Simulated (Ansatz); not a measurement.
Consider the redistribution: `C[O][GaH2]` + `C[O][GeH2][SeH]` → `C[O][GaH][SeH]` + `C[O][GeH3]`.

Program: Ansatz. Geometries: PBE0-D4/def2-TZVP. ΔE: electronic, gas phase. CCSD(T)/CBS is the MP2 limit (def2-TZVPP, def2-QZVPP) plus CCSD(T) − MP2 in def2-TZVPP, frozen cores. Functionals use def2-TZVPP. B3LYP here is the variant with VWN-RPA as its local correlation; programs differ in this. For Ga, Ge, Se outer-core shells are correlated without core-valence functions, which leaves a few kJ/mol of doubt a bond. Scalar relativity is left out up to krypton. One conformer a species, not always the lowest.

`C[O][GaH2]`:

```xyz
8

C    -0.564    0.199    1.071
O     0.447   -0.506    0.403
Ga    0.795   -0.329   -1.336
H    -1.277   -0.503    1.519
H    -1.126    0.877    0.414
H    -0.130    0.798    1.880
H    -0.111    0.684   -2.112
H     1.965   -1.220   -1.839
```

`C[O][GeH2][SeH]`:

Z-matrix (Å, degrees):
```
C
O 1 1.409
H 1 1.092 2 107.8
H 1 1.097 2 111.9 3 119.2
H 1 1.098 2 112.0 3 -119.0
Ge 2 1.774 1 119.0 3 -179.2
Se 6 2.353 2 111.2 1 59.4
H 6 1.539 2 109.9 1 -56.5
H 6 1.530 2 104.1 1 -179.8
H 7 1.469 6 92.4 2 69.7
```

`C[O][GaH][SeH]`:

Cartesian coordinates in Å:
```
C -1.283 0.677 -0.646
O -0.507 -0.260 0.056
Ga 1.249 -0.082 0.290
Se 2.191 -1.817 1.493
H -1.767 0.194 -1.502
H -2.068 1.074 0.006
H -0.700 1.527 -1.027
H 2.010 1.148 -0.287
H 0.876 -2.461 1.618
```

`C[O][GeH3]`:

```xyz
9

C    -1.217    0.252   -0.583
O    -0.013   -0.451   -0.764
Ge    1.229   -0.307    0.502
H    -1.858    0.053   -1.446
H    -1.059    1.337   -0.520
H    -1.753   -0.069    0.320
H     1.630    1.175    0.643
H     2.393   -1.173    0.013
H     0.648   -0.817    1.835
```

Problem. Is it downhill or uphill in electronic energy at CCSD(T)/CBS, and by how much? (An estimate is asked.)

Solution. The calculation gave: Downhill: ΔE = -9.5 kcal/mol.

Problem. What do these levels give: B3LYP-D4, ωB97X-V, PBE0, B3LYP, CCSD/def2-TZVPP, HF/def2-QZVPP? (Best estimate.)

Solution. Ansatz gave: B3LYP-D4 -8.4, ωB97X-V -8.6, PBE0 -9.0, B3LYP -9.1, CCSD/def2-TZVPP -9.6, HF/def2-QZVPP -10.5 kcal/mol.

Largest T1 diagnostic among the species: 0.015.

In def2-TZVPP, CCSD(T) changes the Hartree–Fock value by +1.3 kcal/mol (the triples alone add +0.2 kcal/mol) and MP2 by +1.4 kcal/mol.
